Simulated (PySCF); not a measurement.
Computed shifts of a molecule C4H2BrCl, KT2/pcSseg-1 in PySCF, GIAO, gas phase, equivalent atoms averaged, in ppm (number of nuclei): ¹³C: 127.1 (1), 120.7 (1), 90.5 (1), 77.3 (1). ¹H: 6.61 (1), 4.13 (1). References: ¹³C against TMS (σ = 185.1 ppm); ³⁵Cl against HCl (σ = 945.4 ppm); ¹H against TMS (σ = 31.47 ppm), references at their B3LYP-D3(BJ)/def2-TZVP geometries, non-relativistic (without spin–orbit terms, shifts of atoms bonded to Cl or Br come out too high). Coordinates come from a PBE0-D3(BJ)/def2-SVP optimisation. One conformer was computed; it need not be the lowest.

Problem. Which structure fits?
A. C#C/C=C(/Cl)Br
B. C#C/C(Br)=C\Cl
C. C#C/C(Cl)=C\Br

Solution. C, C#C/C(Cl)=C\Br
